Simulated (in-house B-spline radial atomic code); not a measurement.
## RPA and G0W0 on HSE06: S VI (S5+)

Configuration [Ne] 3s1, highest spin, mean-field start HSE06. Computed with a B-spline radial code for spherical atoms: all electrons, non-relativistic, point nucleus, each spin shell either full or empty, empty states to l = 9 with an (l + 1/2)⁻⁴ tail; G0W0 by contour deformation at full frequency.

Command:
```bash
python run_gw.py task.json out
```
Settings (radii: box in bohr, nucleus in fm):
```
Z                        16
electrons                11
configuration            [Ne] 3s1
hamiltonian              nr
method                   hse06
lmax                     9
spin_polarised           True
box_radius               10.43
intervals                47
ion_configuration        [He] 2s2 2p6
```

Time taken, with all properties: 1.3 s on 1 thread of Arm Neoverse V2 (shared host).

Energies (hartree):

| term | value |
| --- | --- |
| mean-field total | -391.08758 |
| Hartree-Fock functional on these orbitals | -390.77046 |
| direct second order | -0.71201 |
| second-order exchange | 0.26853 |
| SOSEX correction | 0.2493 |

(1) What is the RPA correlation energy, and what remains with SOSEX?

Quasi-particle levels (eV):

```
  level  occupied  mean field  Σx - vxc     Σc  QP weight     G0W0
  3s up       yes      -82.84     -4.58      ?          ?        ?
2p down       yes     -242.22    -18.88   3.06      0.953  -258.05
  2p up       yes     -242.73    -18.98   3.12      0.949  -258.59
3s down        no      -76.65      6.51  -2.33      0.950   -72.47
```

G0W0 = mean field + (Σx - vxc) + Σc, with Σc (partial-wave tail included) taken at the quasi-particle energy. Only the outer levels were computed. Levels of low weight are left out.

(2) Where does G0W0 put 3s up?

(3) What does it cost to remove one electron (to [He] 2s2 2p6) by differences of total energies, each species on its own start (correlation terms add to the Hartree-Fock functional)?

## Answers

(1) RPA gives -0.65023 hartree (-1.61 eV per electron); RPA + SOSEX gives -0.40093, and the second-order doubles -0.44348 hartree (no singles). SOSEX takes back 38 % of the RPA value.

(2) At -88.92 eV, with Σc = -1.49 eV and a quasi-particle weight of 0.972. The tabulated removal energy is 88.053 eV (NIST, measured); the calculation leaves out relativity, Breit and QED terms, and what these don't explain is the method's own error.

(3) HSE06 88.36 eV, Hartree-Fock functional 87.32 eV, + RPA 88.59 eV, + RPA + SOSEX 87.76 eV, + second order 87.88 eV. Tabulated: 88.053 eV (NIST, measured); the calculation leaves out relativity, Breit and QED terms, and what these don't explain is the method's own error.
